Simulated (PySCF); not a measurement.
## Exercise with solution: oscillator strength and radiative lifetime

(3E)-2-fluoropenta-1,3-diene (C5H7F), SMILES C=C(F)/C=C/C.

Geometry optimised at r2SCAN-D4/def2-SVP. The values are those of a single conformer.

TDA-PBE/def2-SVPD in PySCF 2.14.0 puts the first singlet state with f over 0.02 at 5.77 eV (vertical), with the transition dipole (0.638, 2.113, 0.000) in atomic units.

Task: Find the oscillator strength, the wavelength and the radiative lifetime that this transition would have in vacuum if emission retraced absorption.

Result: 
|μ|² = 4.8718 au, so |μ| = 5.61 D. ΔE = 5.77/27.211 = 0.2120 hartree. f = (2/3) ΔE |μ|² = 0.689 (the program prints 0.688).
λ = 1239.84/5.77 = 215 nm; ν = 46538 cm⁻¹.
Einstein's coefficient A = 0.6670 ν² f s⁻¹ (ν in cm⁻¹) = 9.9e8 s⁻¹, so τ = 1/A = 1.0 ns. This state is S1. The figure is the radiative limit of this one transition; relaxation, internal conversion, crossing to triplets and a medium change what is measured.
